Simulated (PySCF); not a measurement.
Zn(SeH)(SiH3) (H4SeSiZn), SMILES [SiH3][Zn][SeH]. Atoms are numbered in the order given.

```xyz
7

Zn    -0.1680    -0.2994     0.3359
Se     0.5753     1.1609    -1.3148
H      1.9538     1.0533    -0.7906
Si    -0.9384    -1.7948     2.0155
H     -1.8523    -2.8317     1.4443
H     -1.6877    -1.0753     3.0912
H      0.2046    -2.5096     2.6635
```

The structure is a stationary point at B3LYP-D3(BJ)/def2-SVP. Other conformers were not sampled.

These are TDA-M06-2X/def2-SVPD (PySCF 2.14.0) values and carry that method's errors.

Vertical excitations. Gas-phase values at a fixed geometry.

Task: Give excitation energies, oscillator strengths and character. (An estimate is asked for; the answer gives what the named calculation found.)

Result: 
```csv
state,energy (eV),λ (nm),f,main pairs
S1,4.51,275,0.000,HOMO→LUMO 96 %
S2,4.96,250,0.017,HOMO−1→LUMO 95 %
S3,5.09,243,0.036,HOMO→LUMO+2 90 %
S4,5.26,236,0.015,HOMO→LUMO+1 84 %
S5,5.31,234,0.030,HOMO−1→LUMO+1 92 %
S6,5.72,217,0.002,"HOMO→LUMO+4 68 %, HOMO→LUMO+3 19 %"
S7,6.17,201,0.860,HOMO−1→LUMO+2 79 %
S8,6.88,180,0.268,"HOMO−1→LUMO+3 39 %, HOMO−1→LUMO+4 31 %, HOMO−2→LUMO+2 11 %"
S9,6.92,179,0.005,"HOMO→LUMO+3 70 %, HOMO→LUMO+4 21 %"
S10,7.21,172,0.003,HOMO→LUMO+5 92 %
T1,4.37,284,0,HOMO−1→LUMO 95 %
T2,4.40,282,0,HOMO→LUMO 92 %
T3,4.67,265,0,HOMO−1→LUMO+1 90 %
T4,4.69,264,0,HOMO→LUMO+1 91 %
```
Triplets are in the Tamm–Dancoff approximation.
